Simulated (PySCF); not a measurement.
Ranking problems on computed properties.

All species are isolated and taken at one optimised geometry, non-relativistic unless stated. Electronic properties by PySCF.

Dipoles, sizes and rotational constants follow the conformer. The torsions of the flexible species, by atom-mapped SMILES:
- `[CH3:1]/[CH:2]=[CH:3]/[P:4]=[CH:5]\[O:6][CH3:7]`: C2–C3–P4–C5 180°, P4–C5–O6–C7 180°
- `[CH2:1]=[CH:2][P:3]([CH3:4])(=[O:5])[CH:6]=[CH2:7]`: C1–C2–P3–C4 128°, C2–P3–C6–C7 123°
- `[CH2:1]=[CH:2][P@@H:3](=[O:4])[CH:5]1[CH2:6][CH2:7]1`: C1–C2–P3–O4 -2°, C2–P3–C5–C6 73°
- `[CH2:1]=[CH:2][c:3]1[cH:4][o:5][cH:6][p:7]1`: C1–C2–C3–C4 180°
- `[CH:1]#[C:2][C@@H:3]([CH3:4])[SiH:5]([SiH3:6])[SiH3:7]`: C2–C3–Si5–Si6 -69°
- `[F:1][C@@H:2]1[CH2:3][C@:4]1([F:5])[O:6][C:7]([F:8])([F:9])[F:10]`: C3–C4–O6–C7 -155°, C4–O6–C7–F8 -82°
- `[CH3:1][NH:2][SiH2:3][NH:4][CH3:5]`: C1–N2–Si3–N4 -178°, N2–Si3–N4–C5 -178°
- `[CH2:1]=[CH:2][SiH2:3]/[C:4]([SiH3:5])=[CH:6]/[SiH3:7]`: C1–C2–Si3–C4 -5°, C2–Si3–C4–Si5 -66°
- `[CH2:1]=[CH:2][c:3]1[cH:4][p:5][cH:6][o:7]1`: C1–C2–C3–C4 180°
- `[CH:1]#[C:2][SiH2:3][SiH2:4][C@@H:5]([CH3:6])[SiH3:7]`: C2–Si3–Si4–C5 65°, Si3–Si4–C5–C6 -62°
- `[CH2:1]=[CH:2][C@H:3]1[SiH2:4][C@@H:5]([SiH3:6])[SiH2:7]1`: C1–C2–C3–Si4 127°

Task: Rank by smallest rotational constant, lowest first (GFN2-xTB).
A. `C=CC1=COC=P1`
B. `C=CP(C)(=O)C=C`
C. `[SiH3]N(C)C`
D. `C=C[P@@H](=O)C1CC1`
E. `C/C=C/P=C\OC`

Result: E (0.823 GHz), D (1.201 GHz), A (1.354 GHz), B (1.546 GHz), C (3.179 GHz).

Task: Give the two extremes of that set in cm⁻¹.

Result: `C/C=C/P=C\OC`: 0.0274 cm⁻¹; `CN(C)[SiH3]`: 0.1060 cm⁻¹.

Task: Rank by static isotropic polarisability, lowest first (CAM-B3LYP/def2-SVPD at GFN2-xTB geometries).
A. `C=C[SiH2]/C([SiH3])=C/[SiH3]`
B. `CN[SiH2]NC`
C. `C/C=C/P=C\OC`
D. `C=C[P@@H](=O)C1CC1`
E. `C#C[C@@H](C)[SiH]([SiH3])[SiH3]`
F. `C=Cc1cpco1`
G. `F[C@@H]1C[C@]1(F)OC(F)(F)F`

Result: G (54.0 au), B (67.8 au), D (82.4 au), F (88.9 au), C (102.5 au), A (128.8 au), E (131.8 au).

Task: Rank by HOMO energy, lowest first (CAM-B3LYP/def2-SVPD at GFN2-xTB geometries).
A. `C=C[SiH2]/C([SiH3])=C/[SiH3]`
B. `[C@@]1([C@H](F)C1)(OC(F)(F)F)F`
C. `C=C[P@@H](=O)C1CC1`
D. `CN[SiH2]NC`

Result: B (-10.32 eV), C (-9.16 eV), A (-9.02 eV), D (-8.01 eV).

Task: Give the two extremes of that set in hartree.

Result: `F[C@@H]1C[C@]1(F)OC(F)(F)F`: -0.379 Eh; `CN[SiH2]NC`: -0.294 Eh.

Task: Rank by electronic spatial extent ⟨r²⟩ about the centre of nuclear charge, lowest first (CAM-B3LYP/def2-SVPD at GFN2-xTB geometries).
A. `C#C[SiH2][SiH2][C@@H](C)[SiH3]`
B. `C=Cc1cpco1`
C. `C/C=C/P=C\OC`
D. `N(C)[SiH2]NC`
E. `C1C(C1)[P@@H](C=C)=O`
F. `C=C[SiH2]/C([SiH3])=C/[SiH3]`

Result: D (794 bohr²), B (900 bohr²), E (1022 bohr²), C (1399 bohr²), A (1742 bohr²), F (1831 bohr²).

Task: Rank by dipole moment, highest first (CAM-B3LYP/def2-SVPD at GFN2-xTB geometries).
A. `N([SiH2]NC)C`
B. `C=C[P@@H](=O)C1CC1`
C. `C(/[SiH3])(=C/[SiH3])[SiH2]C=C`
D. `F[C@@H]1C[C@]1(F)OC(F)(F)F`
E. `C=Cc1cpco1`

Result: B (4.26 D), D (3.18 D), E (1.20 D), A (0.73 D), C (0.51 D).

Task: Rank by lowest triplet excitation (Tamm–Dancoff), lowest first (TDA CAM-B3LYP/def2-SVPD at GFN2-xTB geometries).
A. `N(C)[SiH2]NC`
B. `C=C[C@H]1[SiH2][C@@H]([SiH3])[SiH2]1`
C. `F[C@@H]1C[C@]1(F)OC(F)(F)F`
D. `C#C[SiH2][SiH2][C@@H](C)[SiH3]`
E. `C=C[P@@H](=O)C1CC1`
F. `C=Cc1cpco1`
G. `C#C[C@@H](C)[SiH]([SiH3])[SiH3]`
H. `C/C=C/P=C\OC`

Result: H (2.33 eV), F (2.84 eV), B (4.23 eV), E (4.39 eV), D (5.04 eV), G (5.43 eV), A (5.81 eV), C (7.42 eV).

Task: Give the two extremes of that set in kJ/mol.

Result: `C/C=C/P=C\OC`: 225 kJ/mol; `F[C@@H]1C[C@]1(F)OC(F)(F)F`: 716 kJ/mol.
